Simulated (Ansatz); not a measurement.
Compare A (`F[CH2][SnH2][SiH3]`) with its isomer B (`C[SiH](F)[SnH3]`).

Isolated molecules relaxed with PBE0-D4/def2-TZVP in Ansatz; ΔE leaves out vibrations. CCSD(T)/CBS adds triple-zeta CCSD(T) − MP2 to the extrapolated MP2 energy (def2 sets, frozen cores). Functionals use def2-TZVPP. B3LYP here is the variant with VWN-RPA as its local correlation; programs differ in this. Elements past krypton have def2 core potentials. For Sn outer-core shells are correlated without core-valence functions, which leaves a few kJ/mol of doubt a bond. Each species was taken in one conformer, which may not be the lowest.

A:

```xyz
11

F    -2.333    0.243    0.358
C    -1.393   -0.071    1.330
Sn    0.594    0.472    0.632
Si    0.890   -0.347   -1.776
H    -1.649    0.473    2.243
H    -1.449   -1.144    1.529
H     1.727   -0.253    1.693
H     0.767    2.168    0.750
H     2.282   -0.100   -2.236
H     0.615   -1.807   -1.846
H    -0.051    0.367   -2.677
```

B:

```xyz
11

C     0.473    1.641   -0.623
Si   -0.410    0.017   -0.824
F     0.197   -0.748   -2.104
Sn   -0.137   -1.511    1.225
H     1.538    1.493   -0.430
H     0.364    2.253   -1.522
H     0.047    2.193    0.219
H    -1.853    0.249   -1.110
H     1.513   -1.787    1.571
H    -0.895   -3.023    0.996
H    -0.837   -0.776    2.602
```

Problem. Which isomer does CCSD(T)/CBS put lower? Give the gap. (Best estimate.)

Solution. The calculation gave: B, by 255.6 kJ/mol.

Problem. Give E(B) − E(A) in kJ/mol with CCSD(T)/def2-TZVPP, r2SCAN-D4, PBE0-D4, MP2/def2-TZVPP, CCSD/def2-TZVPP, B3LYP, B3LYP-D4. (Best estimate.)

Solution. Computed: CCSD(T)/def2-TZVPP -252.5, r2SCAN-D4 -256.1, PBE0-D4 -249.2, MP2/def2-TZVPP -262.9, CCSD/def2-TZVPP -254.6, B3LYP -248.5, B3LYP-D4 -249.6. None reverses the order clearly.

Largest T1 diagnostic: 0.013.

From PBE to PBE0 (25 % exact exchange), in def2-TZVPP and without D4, E(B) − E(A) moves by −8.8 kJ/mol.
